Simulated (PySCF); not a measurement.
**C9H12O3S: Computed beside measured shifts**

System: C9H12O3S (measured compound), SMILES CCOS(=O)(=O)c1ccc(C)cc1.

Atom-mapped SMILES (hydrogens are numbered by the atom that bears them): [CH3:1][CH2:2][O:3][S:4](=[O:5])(=[O:6])[c:7]1[cH:8][cH:9][c:10]([CH3:11])[cH:12][cH:13]1

Level of theory: GIAO KT3/pcSseg-1, gas phase, PySCF SCF with an in-house response code, fitting set def2-universal-JFIT, grid level 2, non-relativistic, geometry: GFN2-xTB.

One optimised conformer. Values are averaged over the atoms that symmetry or fast rotation interchanges, on this one geometry and without vibrational averaging. Shifts are the reference shielding less the shielding here, at the same level (13C, 1H against isolated TMS; 17O against isolated H2O; 33S against isolated CS2); nuclei without a reference have shieldings only.

**Question.** What shifts does this level give for C2, C1, H on 2, H on 1, and how do they compare with measurement?

**Answer.** 
| atom | nucleus | computed / ppm | measured / ppm | computed less measured | measured against | medium of the measurement |
| --- | --- | --- | --- | --- | --- | --- |
| C2 | 13C | 64.0 | 66.9 | -2.9 | TMS | not stated per compound (mostly CDCl3 or CCl4) |
| C1 | 13C | 17.0 | 14.7 | 2.3 | TMS | not stated per compound (mostly CDCl3 or CCl4) |
| H on 2 | 1H | 3.58 | 4.07 | -0.49 | TMS | not stated per compound (mostly CDCl3 or CCl4) |
| H on 1 | 1H | 1.22 | 1.3 | -0.08 | TMS | not stated per compound (mostly CDCl3 or CCl4) |

Measured values: Pretsch, Buehlmann, Badertscher, Structure Determination of Organic Compounds, 4th ed..
